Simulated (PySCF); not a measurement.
**Excitation energy of Cr by level of theory**

Cr [Ar] 3d5 4s1 (7S) → Cr [Ar] 3d4 4s1 4p1 (high-spin determinant), as a difference of total energies. All numbers are calculated (PySCF 2.14, the spin-free X2C one-electron Hamiltonian (Gaussian nucleus), in ANO-RCC-VTZP (6s5p3d2f1g, 59 functions)). Correlated levels: valence: [Ar] frozen. The calculations carry no spin-orbit coupling.

```json
{"method": "UHF", "excitation energy (eV)": "1.915"}
{"method": "MP2 (valence)", "excitation energy (eV)": "2.885"}
{"method": "SCS-MP2 (valence)", "excitation energy (eV)": "2.238"}
{"method": "CCSD (valence)", "excitation energy (eV)": "2.796"}
{"method": "CCSD(T) (valence)", "excitation energy (eV)": "2.843"}
```

Question: How much does correlation contribute at CCSD(T) (valence)?

Answer: 2.843 − (1.915) = 0.928 eV, measured against UHF.

A first-order spin-orbit estimate (lowest level to lowest level, LS coupling) adds -0.064 eV.

The basis was made for the ground configuration and has no added diffuse functions, so the excitation energy can come out too high.

The coupled-cluster amplitudes are large for the upper state (T1 above 0.03 or a double amplitude above 0.15), so a single reference is strained.

The determinant of the upper state mixes LS terms, which raises its energy above the lowest term, most at the Hartree-Fock and MP2 levels.
